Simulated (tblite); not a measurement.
Species: C₅H₁₄FNSi₂.
Atom-mapped SMILES: `[CH3:1][NH:2][C@H:3]([SiH3:4])[SiH2:5]/[CH:6]=[CH:7]\[CH2:8][F:9]` (hydrogens: H10, H11, H12 on C1; H13 on N2; H14 on C3; H15, H16, H17 on Si4; H18, H19 on Si5; H20 on C6; H21 on C7; H22, H23 on C8)

Computed with GFN2-xTB (tblite), gas phase: L-BFGS steps from a force-field or distance-geometry start until the largest atomic force falls under 0.01 eV/Å.

Step 30: E = -786.2222 eV
```
atom  x, y, z in Å  |  force x, y, z in eV/Å
C1     -3.3916   -0.2870   -0.2765    0.052  -0.012   0.026
N2     -2.0565   -0.8141   -0.0933    0.097  -0.002   0.022
C3     -1.1457    0.0107    0.7008    0.045   0.040   0.028
Si4    -0.7606    1.7632    0.0220    0.003  -0.048   0.044
Si5     0.3951   -1.0715    1.0762   -0.047   0.005   0.043
C6      1.5521   -1.2856   -0.4000   -0.031  -0.009  -0.008
C7      2.6640   -0.6269   -0.6982    0.048  -0.028  -0.003
C8      3.2116    0.5469    0.0456   -0.033   0.015   0.011
F9      4.4438    0.2396    0.5905   -0.003  -0.001  -0.038
H10    -4.0467   -1.1107   -0.5659   -0.021   0.040  -0.012
H11    -3.7326    0.1192    0.6748   -0.066  -0.044   0.012
H12    -3.4675    0.5053   -1.0337    0.030   0.029   0.010
H13    -1.6382   -1.0158   -0.9948   -0.005   0.004  -0.033
H14    -1.6371    0.1507    1.6748   -0.016  -0.032  -0.073
H15    -0.1425    1.6374   -1.2987    0.009  -0.017  -0.058
H16     0.1610    2.4212    0.9484   -0.016   0.008  -0.009
H17    -1.9858    2.5561   -0.0849   -0.012   0.035  -0.018
H18    -0.0775   -2.4256    1.3852    0.016   0.035   0.063
H19     1.1127   -0.4672    2.2052   -0.022  -0.044   0.033
H20     1.2970   -2.1204   -1.0443    0.025   0.029  -0.025
H21     3.2931   -0.9409   -1.5223   -0.006  -0.004  -0.086
H22     2.5641    0.8435    0.8706   -0.035   0.035   0.067
H23     3.3828    1.3990   -0.6255   -0.012  -0.035   0.004
```

Step 31: E = -786.2244 eV
```
atom  x, y, z in Å  |  force x, y, z in eV/Å
C1     -3.3887   -0.2900   -0.2759    0.050   0.007   0.007
N2     -2.0525   -0.8121   -0.0912    0.069  -0.033   0.025
C3     -1.1438    0.0141    0.7033    0.031   0.025   0.003
Si4    -0.7569    1.7636    0.0209   -0.005  -0.020   0.044
Si5     0.3942   -1.0711    1.0771   -0.069  -0.008   0.087
C6      1.5480   -1.2815   -0.4004   -0.016  -0.010   0.006
C7      2.6620   -0.6265   -0.6980    0.023  -0.016  -0.004
C8      3.2090    0.5475    0.0438    0.005   0.027   0.041
F9      4.4426    0.2432    0.5858    0.039  -0.029  -0.020
H10    -4.0383   -1.1133   -0.5772   -0.029   0.030   0.003
H11    -3.7354    0.1083    0.6763   -0.073  -0.049   0.023
H12    -3.4658    0.5080   -1.0272    0.038   0.038   0.004
H13    -1.6365   -1.0207   -0.9919    0.016   0.021  -0.034
H14    -1.6384    0.1526    1.6755   -0.008  -0.021  -0.067
H15    -0.1424    1.6339   -1.3019    0.012  -0.015  -0.043
H16     0.1646    2.4194    0.9502   -0.020   0.006  -0.026
H17    -1.9799    2.5612   -0.0889    0.001   0.024  -0.013
H18    -0.0876   -2.4232    1.3875    0.035   0.052   0.047
H19     1.1104   -0.4741    2.2111   -0.014  -0.041   0.023
H20     1.2928   -2.1137   -1.0457    0.006  -0.012  -0.046
H21     3.2879   -0.9427   -1.5234    0.008   0.005  -0.088
H22     2.5674    0.8455    0.8730   -0.061   0.029   0.048
H23     3.3825    1.3985   -0.6267   -0.037  -0.009  -0.021
```

Step 32: E = -786.2266 eV
```
atom  x, y, z in Å  |  force x, y, z in eV/Å
C1     -3.3838   -0.2923   -0.2747    0.031   0.022  -0.011
N2     -2.0468   -0.8112   -0.0896    0.019  -0.055   0.012
C3     -1.1411    0.0172    0.7053    0.009  -0.002  -0.027
Si4    -0.7539    1.7629    0.0196   -0.010   0.021   0.015
Si5     0.3925   -1.0705    1.0796   -0.052  -0.019   0.095
C6      1.5435   -1.2778   -0.4007    0.006  -0.010   0.019
C7      2.6600   -0.6266   -0.6978   -0.010  -0.005   0.000
C8      3.2062    0.5483    0.0434    0.035   0.021   0.055
F9      4.4420    0.2466    0.5812    0.062  -0.046  -0.003
H10    -4.0304   -1.1137   -0.5872   -0.025   0.020   0.011
H11    -3.7368    0.0973    0.6788   -0.066  -0.053   0.025
H12    -3.4615    0.5119   -1.0199    0.046   0.036   0.011
H13    -1.6345   -1.0242   -0.9908    0.041   0.036  -0.028
H14    -1.6405    0.1533    1.6743   -0.004  -0.003  -0.040
H15    -0.1429    1.6302   -1.3064    0.007  -0.011  -0.009
H16     0.1664    2.4167    0.9517   -0.017   0.010  -0.036
H17    -1.9753    2.5649   -0.0932    0.017   0.010  -0.008
H18    -0.0971   -2.4195    1.3910    0.043   0.047   0.038
H19     1.1083   -0.4806    2.2171   -0.003  -0.034   0.023
H20     1.2883   -2.1071   -1.0483   -0.013  -0.039  -0.053
H21     3.2823   -0.9444   -1.5260    0.008   0.026  -0.064
H22     2.5694    0.8481    0.8767   -0.063   0.012   0.010
H23     3.3809    1.3973   -0.6282   -0.059   0.016  -0.034
```

Question: Estimate the geometry and energy of step 33. (The exact step hangs on the optimiser's Hessian estimate; all steps are aligned on step 32, rigid shifts and turns removed.)

Answer: E = -786.2285 eV, largest force 0.079 eV/Å
```
atom  x, y, z in Å  |  force x, y, z in eV/Å
C1     -3.3783   -0.2935   -0.2734    0.002   0.023  -0.019
N2     -2.0410   -0.8119   -0.0888   -0.028  -0.059  -0.009
C3     -1.1385    0.0193    0.7062   -0.013  -0.025  -0.046
Si4    -0.7520    1.7620    0.0181   -0.011   0.046  -0.022
Si5     0.3907   -1.0699    1.0833   -0.008  -0.020   0.062
C6      1.5395   -1.2752   -0.4006    0.024  -0.015   0.025
C7      2.6581   -0.6266   -0.6975   -0.033   0.003   0.008
C8      3.2042    0.5490    0.0444    0.044   0.000   0.042
F9      4.4424    0.2487    0.5778    0.056  -0.047   0.006
H10    -4.0243   -1.1123   -0.5944   -0.015   0.015   0.010
H11    -3.7370    0.0877    0.6819   -0.048  -0.051   0.016
H12    -3.4553    0.5164   -1.0131    0.050   0.030   0.023
H13    -1.6319   -1.0255   -0.9915    0.057   0.045  -0.017
H14    -1.6429    0.1530    1.6719   -0.002   0.017  -0.010
H15    -0.1438    1.6268   -1.3110    0.000  -0.008   0.024
H16     0.1666    2.4139    0.9524   -0.007   0.018  -0.038
H17    -1.9723    2.5666   -0.0970    0.024   0.004  -0.004
H18    -0.1043   -2.4151    1.3951    0.039   0.018   0.037
H19     1.1068   -0.4857    2.2224    0.009  -0.023   0.031
H20     1.2839   -2.1020   -1.0515   -0.025  -0.040  -0.039
H21     3.2773   -0.9452   -1.5293   -0.005   0.051  -0.023
H22     2.5696    0.8505    0.8806   -0.042  -0.010  -0.030
H23     3.3779    1.3959   -0.6300   -0.069   0.029  -0.026
```

The energy changes by -0.0018 eV. The first-order estimate −F·Δx gives -0.0026 eV and the mean of the old and new forces, exact on a quadratic surface, -0.0019 eV. The step makes an angle of 71° with the force vector and moves no atom by more than 0.010 Å.

The cost below is that of the whole relaxation. Hardware: one thread of an Arm Neoverse N1, shared host. Cost: 3.0 s wall.
